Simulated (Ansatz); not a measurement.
Species: ethoxy(trimethyl)silane, C5H14OSi, charge 0, multiplicity 1. SMILES: C(O[Si](C)(C)C)C
Geometry from a B3LYP-D3(BJ)/def2-TZVP (Ansatz, an electronic-structure program) optimisation:
```xyz
21

C      3.0657     0.6639     0.5496
C      1.5703     0.8848     0.6506
O      0.8944    -0.1374    -0.0641
Si    -0.7518    -0.2673    -0.2055
C     -1.0370    -1.7893    -1.2462
C     -1.5338    -0.4571     1.4883
C     -1.4515     1.2580    -1.0426
H      3.3359    -0.3060     0.9694
H      3.3835     0.6855    -0.4938
H      3.6053     1.4418     1.0942
H      1.2597     0.8765     1.7026
H      1.3072     1.8674     0.2402
H     -0.5679    -1.6843    -2.2265
H     -0.6154    -2.6743    -0.7655
H     -2.1044    -1.9647    -1.3998
H     -1.1265    -1.3232     2.0146
H     -2.6145    -0.5957     1.4027
H     -1.3664     0.4241     2.1121
H     -1.2832     2.1589    -0.4479
H     -2.5303     1.1597    -1.1877
H     -0.9952     1.4128    -2.0229
```

Parts of the frozen-core correlation energy in STO-3G (Ansatz, hartree). Frozen orbitals: 11; correlated occupied orbitals by spin: 22 and 22; virtual: 20 and 20. No spin-orbit coupling. Non-relativistic.

```csv
term,value
reference (HF),-554.72415
MP2 opposite-spin,?
MP2 same-spin,-0.03657
CCSD correlation,?
(T),?
T1 diagnostic,0.006
largest doubles amplitude,0.031
```

Q: Complete the blanks.

A: 
- MP2 opposite-spin, value: -0.29226
- CCSD correlation, value: -0.43236
- (T), value: -0.00408
